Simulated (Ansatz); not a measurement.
Basis-set series for CH5ClInN, SMILES `C[NH][InH][Cl]`. Total charge 0; spin multiplicity 1. In: def2 effective core potential. The geometry is a stationary point of PBE0-D4/def2-TZVP. It is one conformer, not always the lowest.

```json
{"functional": "PBE0-D4", "basis": "def2-SVP", "functions": "97", "energy (Eh)": "-745.75627", "HOMO (eV)": "-6.59", "LUMO (eV)": "-0.96"}
{"functional": "PBE0-D4", "basis": "def2-QZVPP", "functions": "416", "energy (Eh)": "-746.05667", "HOMO (eV)": "-6.77", "LUMO (eV)": "-1.16"}
{"functional": "ωB97M-V", "basis": "def2-SVP", "functions": "97", "energy (Eh)": "-745.88882", "HOMO (eV)": "-8.86", "LUMO (eV)": "0.64"}
{"functional": "ωB97M-V", "basis": "def2-QZVPP", "functions": "416", "energy (Eh)": "-746.19273", "HOMO (eV)": "-9.08", "LUMO (eV)": "0.19"}
```

Task: Give the rows for def2-TZVPP. (Best estimate.)

Result: The calculation gave: 
```csv
functional,basis,functions,energy (Eh),HOMO (eV),LUMO (eV)
PBE0-D4,def2-TZVPP,224,-746.03536,-6.73,-1.12
ωB97M-V,def2-TZVPP,224,-746.17211,-9.04,0.30
```

Positive LUMOs are unbound and depend on the basis.

All numbers were calculated with Ansatz.
